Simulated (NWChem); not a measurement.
CH4BClO2; SMILES COB(Cl)O

```xyz
9

B      0.2046     0.0570    -0.0001
Cl    -0.3426     1.7509     0.0001
O      1.5281    -0.2334    -0.0001
H      2.0817     0.5529    -0.0003
O     -0.7366    -0.8978    -0.0005
C     -0.4240    -2.2708     0.0003
H     -0.8590    -2.7396     0.8963
H     -0.8716    -2.7429    -0.8876
H      0.6619    -2.4467    -0.0068
```
Atoms are numbered in this order, from 1.

The geometry was optimised at PBE0/def2-SVP.

List the 4 lowest vertical singlet excitations from B3LYP/def2-SVP, full TDDFT (NWChem).


| state | energy (eV) | oscillator strength | leading excitation (squared amplitude) |
|---|---|---|---|
| S1 | 8.33 | 0.000 | HOMO−1 → LUMO+1 (0.99) |
| S2 | 8.48 | 0.011 | HOMO → LUMO (0.96) |
| S3 | 8.59 | 0.031 | HOMO−1 → LUMO (0.84) |
| S4 | 8.80 | 0.000 | HOMO−2 → LUMO (0.94) |
